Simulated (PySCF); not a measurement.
B2BrH4NO.
SMILES: `BOB(N)Br`

Jobs on this species (9 atoms, 64 electrons) with PySCF (density fitting). Hardware of each: one thread, Arm Neoverse N1 (aarch64), on a shared host. Other jobs ran on the host; a repeat could differ by tens of per cent or more. Peak memory is the resident size of the whole Python process, interpreter and libraries included.

Question: Rank these jobs by wall time, shortest first.
A. PBE0-D3(BJ)/def2-SVP, grid level 1; geometry optimisation from a GFN2-xTB start shaken at random; 108 basis functions
B. delta-SCF UKS B3LYP, pcX-2 on the ionised atom, pcseg-1 elsewhere, spin-free X2C; ΔSCF core ionisation, 4 holes; 134 basis functions
C. delta-SCF UKS PBE, pcX-2 on the ionised atom, pcseg-1 elsewhere, spin-free X2C; ΔSCF core ionisation, 4 holes; 134 basis functions

Answer: C (18 s), B (39 s), A (3.0 min).

All jobs:

```
                                                                 level and settings                                                          work  basis functions  SCF cycles  wall time  peak memory
     delta-SCF UKS PBE, pcX-2 on the ionised atom, pcseg-1 elsewhere, spin-free X2C                                 ΔSCF core ionisation, 4 holes              134          68       18 s     0.52 GiB
    delta-SCF UKS SCAN, pcX-1 on the ionised atom, pcseg-1 elsewhere, spin-free X2C                                 ΔSCF core ionisation, 4 holes              113          69       23 s     0.52 GiB
      delta-SCF UKS HF, pcX-2 on the ionised atom, pcseg-1 elsewhere, spin-free X2C                                 ΔSCF core ionisation, 4 holes              134          62       25 s     0.52 GiB
delta-SCF UKS SCAN, def2-TZVP on the ionised atom, pcseg-1 elsewhere, spin-free X2C                                 ΔSCF core ionisation, 4 holes              120          70       26 s     0.52 GiB
 delta-SCF UKS SCAN, pcX-2 on the ionised atom, pcseg-1 elsewhere, non-relativistic                                 ΔSCF core ionisation, 4 holes              134          71       27 s     0.52 GiB
    delta-SCF UKS SCAN, pcX-2 on the ionised atom, pcseg-1 elsewhere, spin-free X2C                                 ΔSCF core ionisation, 4 holes              134          70       28 s     0.45 GiB
    delta-SCF UKS PBE0, pcX-2 on the ionised atom, pcseg-1 elsewhere, spin-free X2C                                 ΔSCF core ionisation, 4 holes              134          64       38 s     0.52 GiB
   delta-SCF UKS B3LYP, pcX-2 on the ionised atom, pcseg-1 elsewhere, spin-free X2C                                 ΔSCF core ionisation, 4 holes              134          64       39 s     0.53 GiB
                                                 PBE0-D3(BJ)/def2-SVP, grid level 1  geometry optimisation from a GFN2-xTB start shaken at random              108         183    3.0 min     0.45 GiB
```

Q: What do all jobs in the table cost together?

A: About 6.7 min; the longest takes about 45 % of that, and about 10 times as long as the shortest.
